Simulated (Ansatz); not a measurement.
A structure relaxed at PBE0-D4/def2-SVP in Ansatz, charge 0, doublet:

```csv
atom,x (Å),y (Å),z (Å)
Hf1,0.366,-1.387,-0.066
Hf2,1.087,1.366,-0.008
Hf3,-1.486,0.442,-1.033
N4,-1.472,-0.520,0.737
N5,1.918,-0.275,-0.504
N6,-0.413,0.375,0.874
```

Question: Give its formula.

Answer: Hf3N3.

Question: Summarise the bond lengths by kind (pairs closer than 1.2 times the sum of covalent radii, bridged metal pairs left out).

Answer: 7 × Hf–N 1.91 to 2.19 Å; 1 × N–N 1.39 Å.

In the def2 sets Hf takes a core potential; there is no spin–orbit coupling. The structure comes from a short search, and lower isomers may exist.
